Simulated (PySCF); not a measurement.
Molecule: SMILES CCC[SiH2]P, C₃H₁₁PSi.

Cartesian coordinates in Å; atom numbers follow the order of the lines, from 1:
```xyz
16

C     1.624    0.581    0.146
C     0.990   -0.340    1.177
C    -0.023   -1.326    0.593
Si   -1.524   -0.550   -0.255
P    -2.394    1.021    1.136
H     0.875    1.220   -0.351
H     2.135    0.006   -0.644
H     2.368    1.248    0.607
H     0.498    0.266    1.958
H     1.783   -0.902    1.699
H    -0.417   -1.980    1.390
H     0.466   -1.996   -0.137
H    -1.180    0.016   -1.597
H    -2.581   -1.590   -0.457
H    -1.446    2.025    0.764
H    -3.367    1.465    0.187
```

Geometry PBE0-D3(BJ)/def2-SVP throughout; GIAO in PySCF 2.14.0 with density-fitted response routines, gas phase, one conformer, non-relativistic; equivalent atoms averaged; functional PBE0.

For orientation, def2-TZVP gives these absolute shieldings σ: C2 165.5, C3 172.5, Si4 374.7, P5 589.7, H13/H14 26.70, H9/H10 29.92, H6/H7/H8 30.55, H11/H12 30.50, H15/H16 29.79 ppm.

A run gave: C2 175.8, C3 182.0, Si4 452.2, P5 651.6, H13/H14 26.86, H9/H10 30.03, H6/H7/H8 30.55, H11/H12 30.61, H15/H16 29.91 ppm (absolute shieldings σ).

Which basis set was used in that run?
A. 6-31G
B. 6-31G*
C. def2-SVP
D. 6-311+G(2d,p)
E. STO-3G

Results:

C. Si4 tells them apart best: def2-SVP gives 452.2, 6-31G gives 467.0, 6-311+G(2d,p) gives 386.0, STO-3G gives 548.5, 6-31G* gives 436.3 ppm.
